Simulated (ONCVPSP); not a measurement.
boron (B): ONCV pseudisation with PBEsol, scalar-relativistic reference atom.

B, optimised norm-conserving Vanderbilt (ONCV), made with ONCVPSP 4.0.1 (PBEsol, scalar-relativistic). Core [He], reference 2s2 2p0.5 (charge +0.5). Waves: 2s: rc 1.35 bohr, ncon 5, nbas 9, qcut 5.2 1/bohr, 1 projector; 2p: rc 3.25 bohr, ncon 4, nbas 8, qcut 3.7 1/bohr, 3 projectors, debl 2.4 Ha; d scattering state at 0.26 Ha: rc 3.05 bohr, ncon 4, nbas 8, qcut 2.7 1/bohr, 2 projectors, debl 2.3 Ha. Local part: polynomial inside 0.95 bohr (lpopt 5, dvloc0 4 Ha). Core correction: Teter function, fcfact 2.75, rcfact 1.4.

Results:

```
Cutoffs needed             : 12 Ha and 28 Ha (the cutoffs (Ha) at which the residual kinetic energy of the hardest occupied pseudo-wave falls to 1 and 0.1 mHa per electron) The cutoffs count occupied waves only; projector 3 of the p channel, the hardest unoccupied one, needs 32 Ha at the loose tolerance.
Ghost test                 : no bound ghost flagged; GHOST(+) flagged for d at 304.8 eV
Largest excitation error   : +226 meV (all-electron minus pseudo) for 2s1 2p0, out of 4 test configurations
rms error of d²Exc/dni dnj : 1.77 mHa without and 0.91 mHa with the model core
```

Generation and tests took about 4.2 s on one core of a shared server CPU.
